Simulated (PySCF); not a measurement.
Species: [InBrH3]- (charge -1).
Bonds: In1–Br2. Hydrogens: H3, H4, H5 on In1.

Method used: PBE0-D3(BJ)/def2-SVP geometry optimisation, gas phase, def2 core potentials past Kr in PySCF.

(1) List the bond lengths and angles at this level.

## Answers

(1) 
| bond | length (Å) |
| --- | --- |
| In1–Br2 | 2.667 |
| In1–H3, In1–H4, In1–H5 | 1.772 |

Bonds in one row agree within 0.01 Å and their mean is given. A selection of angles:
| angle | degrees |
| --- | --- |
| Br2–In1–H3 | 105.0 |
| H3–In1–H4 | 113.4 |

In1 (indium bonded to Br and 3 H) is distorted tetrahedral (angles from 104.6° to 113.8°).

Point group: C3v (tolerance 0.08 Å). No PBE0-D3(BJ)/def2-SVP frequencies stand behind this structure, so it isn't proved a minimum. The geometry's basis has no diffuse functions, a weakness for an anion.


Species: Hg(OH)2 (singlet state).
Bonds: Hg1–O2, Hg1–O4. Hydrogens: H3 on O2; H5 on O4.

Level of theory: PBE0-D3(BJ)/def2-SVP geometry optimisation, gas phase, def2 core potentials past Kr in PySCF 2.14.0.

Q: List the bond lengths and angles at this level.

A: 
| bond | length (pm) |
| --- | --- |
| Hg1–O2, Hg1–O4 | 196.2 |
| O2–H3, O4–H5 | 96.5 |

Bonds in one row agree within 1 pm and their mean is given. A selection of angles:
| angle | degrees |
| --- | --- |
| O2–Hg1–O4 | 174.6 |
| Hg1–O2–H3 | 109.3 |

Point group: C2 (every atom within 0.08 Å of its image). No PBE0-D3(BJ)/def2-SVP frequencies stand behind this structure, so it isn't proved a minimum.
